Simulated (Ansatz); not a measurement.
Cost and result for the atomization energy of CH$_{5}$AlN$_{2}$O, SMILES `N/C(O)=[N]\[AlH2]` (10 atoms, 9 bonds).

```xyz
10

N    -0.4406    0.6467   -1.6830
C    -0.6171    0.3528   -0.3678
O    -1.8550    0.7465    0.0236
N     0.2045   -0.2174    0.3867
Al    1.3929   -1.0496    1.3314
H     0.4922    0.5829   -2.0439
H    -1.0776    1.2869   -2.1220
H    -1.9312    0.4882    0.9484
H     1.3923   -2.6346    1.3581
H     2.4397   -0.2025    2.1683
```

The species carries charge 0 and has multiplicity 1. The geometry is a stationary point of PBE0-D4/def2-TZVP. It is one conformer, not always the lowest. Program: Ansatz. All runs use 4 threads of an Arm Neoverse V2 on a shared host. Times are those of one run each, without the atoms' runs, and a repeat can differ threefold. Electronic energies, without spin–orbit coupling; frozen cores. CCSD(T)/CBS adds CCSD(T) − MP2 in def2-TZVPP to the MP2 limit, and its time is that of the two runs behind it. T1 = 0.014. B3LYP takes the VWN-RPA correlation (the form of Gaussian; ORCA's B3LYP/G).

CCSD(T)/CBS is a level of theory with its own doubt, some kJ/mol a heavy atom from the limit and from the frozen cores, so smaller differences don't rank the functionals.

```csv
level,functions,wall time
PBE-D4/def2-TZVPP (with forces),236,1.7 s
PBE0-D4/def2-TZVPP,236,1.9 s
B3LYP-D4/def2-TZVPP (with forces),236,3 s
r2SCAN-D4/def2-TZVPP (with forces),236,3.6 s
B2PLYP/def2-TZVPP,236,3.6 s
ωB97X-V/def2-TZVPP,236,5.5 s
ωB97M-V/def2-TZVPP (with forces),236,7.5 s
MP2/def2-QZVPP,448,14 s
CCSD(T)/def2-TZVPP,236,83 s
CCSD(T)/CBS(def2),–,96 s
```

(1) What atomization energy does each give, and how far from CCSD(T)/CBS? (Estimate.)

## Answers

(1) Ansatz gave: 
| level | atomization (kJ/mol) | difference from CCSD(T)/CBS | per bond |
| --- | --- | --- | --- |
| PBE-D4/def2-TZVPP (with forces) | 3730.6 | 122.5 | 13.6 |
| PBE0-D4/def2-TZVPP | 3616.3 | 8.2 | 0.9 |
| B3LYP-D4/def2-TZVPP (with forces) | 3632.7 | 24.6 | 2.7 |
| r2SCAN-D4/def2-TZVPP (with forces) | 3619.5 | 11.4 | 1.3 |
| B2PLYP/def2-TZVPP | 3582.7 | -25.4 | -2.8 |
| ωB97X-V/def2-TZVPP | 3638.3 | 30.2 | 3.3 |
| ωB97M-V/def2-TZVPP (with forces) | 3637.4 | 29.3 | 3.3 |
| MP2/def2-QZVPP | 3644.5 | 36.4 | 4.0 |
| CCSD(T)/def2-TZVPP | 3484.6 | -123.5 | -13.7 |
| CCSD(T)/CBS(def2) | 3608.1 | 0.0 | 0.0 |

In def2-TZVPP, CCSD(T) changes the Hartree–Fock value by +1091.5 kJ/mol (the triples alone add +71.0 kJ/mol) and MP2 by +1177.8 kJ/mol; breaking electron pairs costs correlation energy, which Hartree–Fock lacks. The D4 term adds +28.5 kJ/mol with B3LYP and +14.9 kJ/mol with PBE0; it sums over pairs of atoms, weighted by their polarisabilities, and B3LYP, whose exchange is more repulsive, gets the larger term. From PBE to PBE0 (25 % exact exchange), in def2-TZVPP and without D4, the atomization energy moves by −111.6 kJ/mol: exact exchange takes away binding that semilocal exchange gives to molecules.
